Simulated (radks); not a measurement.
The magnesium ion Mg4+, 8 electrons, occupied as [He] 2s2 2p4 (the NIST ground configuration). Calculated with a radial shooting solver on a logarithmic mesh with Libxc functionals: Dirac Kohn-Sham, relativistic LDA (MacDonald-Vosko exchange, VWN5 correlation), spin-unpolarised, spherical densities, finite nucleus; open shells fill j = l - 1/2 first; Fermi nuclear charge, rms radius 3.057 fm.

Radial electron density D(r) = 4 pi r^2 rho(r):

```
   r/bohr * D(r) (the largest magnitude, 13.3, reaches the edge; | marks zero)
 0.005097 |*
  0.00561 | *
 0.006225 | *
 0.006853 | *
 0.007604 |  *
  0.00837 |  *
 0.009287 |   *
  0.01022 |    *
  0.01134 |     *
  0.01249 |      *
  0.01385 |       *
  0.01525 |        *
  0.01692 |          *
  0.01863 |            *
  0.02067 |              *
  0.02275 |                *
  0.02525 |                   *
  0.02779 |                      *
  0.03083 |                         *
  0.03394 |                            *
  0.03736 |                                *
  0.04146 |                                    *
  0.04563 |                                       *
  0.05063 |                                           *
  0.05574 |                                              *
  0.06185 |                                                 *
  0.06808 |                                                   *
  0.07554 |                                                     *
  0.08315 |                                                      *
  0.09226 |                                                      *
   0.1016 |                                                     *
   0.1127 |                                                   *
    0.124 |                                                *
   0.1376 |                                            *
   0.1515 |                                        *
   0.1681 |                                    *
   0.1851 |                                *
   0.2053 |                             *
    0.226 |                           *
   0.2508 |                           *
   0.2761 |                            *
   0.3039 |                             *
   0.3372 |                                *
   0.3712 |                                  *
   0.4118 |                                    *
   0.4533 |                                      *
    0.503 |                                      *
   0.5537 |                                    *
   0.6144 |                                 *
   0.6763 |                             *
   0.7504 |                        *
    0.826 |                   *
   0.9166 |              *
    1.009 |          *
    1.119 |      *
    1.232 |   *
    1.367 | *
    1.505 |*
     1.67 |*
    1.838 *
     2.04 *
    2.245 *
```

D(r) has 2 maxima, at r = 0.0865, 0.479 bohr, and minima at 0.249 bohr, inside which lie 2.22 electrons.
